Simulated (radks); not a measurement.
All-electron atom: Pr11+ in [Kr] 4d(3/2: 3, 5/2: 6) 5s2 5p(1/2: 1, 3/2: 0) (not the ground configuration). Method: Dirac Kohn-Sham, PBE, spin-unpolarised, spherical densities, finite nucleus; Fermi nuclear charge, rms radius 4.8919 fm; computed with a radial shooting solver on a logarithmic mesh with Libxc functionals. Some entries of the table are withheld. Estimate them.

orbital  occ.  eigenvalue (eV)  <r^2> (bohr^2)
1s1/2       2        -41981.27       0.0007896
2s1/2       2        -6925.240         0.01248
2p1/2       2        -6556.593        0.009132
2p3/2       4        -6074.414         0.01039
3s1/2       2        -1656.720             (1)
3p1/2       2              (2)         0.07947
3p3/2       4              (3)         0.08687
3d3/2       4        -1130.884         0.07075
3d5/2       6        -1110.263         0.07283
4s1/2       2        -484.9065          0.4210
4p1/2       2        -425.4053          0.4434
4p3/2       4        -403.6166          0.4790
4d3/2       3        -305.0179             (4)
4d5/2       6        -300.9775             (5)
5s1/2       2              (6)           1.766
5p1/2       1        -174.9076             (7)
5p3/2       0        -169.3523             (8)

Answer. 
(1) 3s1/2 <r^2> (bohr^2): 0.08453
(2) 3p1/2 eigenvalue (eV): -1499.986
(3) 3p3/2 eigenvalue (eV): -1404.303
(4) 4d3/2 <r^2> (bohr^2): 0.5385
(5) 4d5/2 <r^2> (bohr^2): 0.5508
(6) 5s1/2 eigenvalue (eV): -195.9814
(7) 5p1/2 <r^2> (bohr^2): 1.968
(8) 5p3/2 <r^2> (bohr^2): 2.091
